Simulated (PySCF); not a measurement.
## Correlation energy of Tl (thallium, neutral)

Starting occupation: [Xe] 4f14 5d10 6s2 6p1, 6p1/2 with m_j = +1/2. Computed with PySCF 2.14 in x2c-SVPall-2c with one added diffuse shell each of s, p type (8s12p7d2f, 93 functions), with X2C-1e with screened-nucleus spin-orbit coupling, Gaussian nucleus. Frozen: [Kr] 4d10 4f14; 21 electrons correlated; the 22 highest virtual spinors left out.

MP2 pair energies summed by pair of shells (mhartree):

| pair | energy | share (%) |
| --- | --- | --- |
| 5d3/2-5d5/2 | -88.17 | 26.2 |
| 5d5/2-5d5/2 | -63.14 | 18.8 |
| 5d5/2-6s1/2 | -40.66 | 12.1 |
| 5d3/2-5d3/2 | -27.61 | 8.2 |
| 5d3/2-6s1/2 | -27.47 | 8.2 |
| 6s1/2-6s1/2 | -13.03 | 3.9 |
| 5d5/2-5p3/2 | -12.40 | 3.7 |
| 6p1/2-6s1/2 | -8.04 | 2.4 |
| 5d3/2-5p3/2 | -7.88 | 2.3 |
| 5p3/2-5p3/2 | -7.55 | 2.2 |
| 5p1/2-5p3/2 | -6.77 | 2.0 |
| 5d5/2-6p1/2 | -6.54 | 1.9 |
| 5d5/2-5p1/2 | -4.72 | 1.4 |
| 5d3/2-6p1/2 | -4.37 | 1.3 |
| 5d3/2-5p1/2 | -3.20 | 0.9 |
| 5d5/2-5s1/2 | -3.10 | 0.9 |
| 5p3/2-6s1/2 | -2.72 | 0.8 |
| 5d3/2-5s1/2 | -1.94 | 0.6 |
| 5p3/2-5s1/2 | -1.70 | 0.5 |
| 5p1/2-5p1/2 | -1.41 | 0.4 |
| 5p3/2-6p1/2 | -0.97 | 0.3 |
| 5s1/2-5s1/2 | -0.86 | 0.3 |
| 5p1/2-6s1/2 | -0.83 | 0.2 |
| 5p1/2-5s1/2 | -0.75 | 0.2 |
| 5s1/2-6s1/2 | -0.40 | 0.1 |
| 5p1/2-6p1/2 | -0.22 | 0.1 |
| 5s1/2-6p1/2 | -0.05 | 0.0 |

Total MP2 correlation energy: -336.53 mhartree.

This basis was not built for core-valence correlation, so the inner-shell part is incomplete.
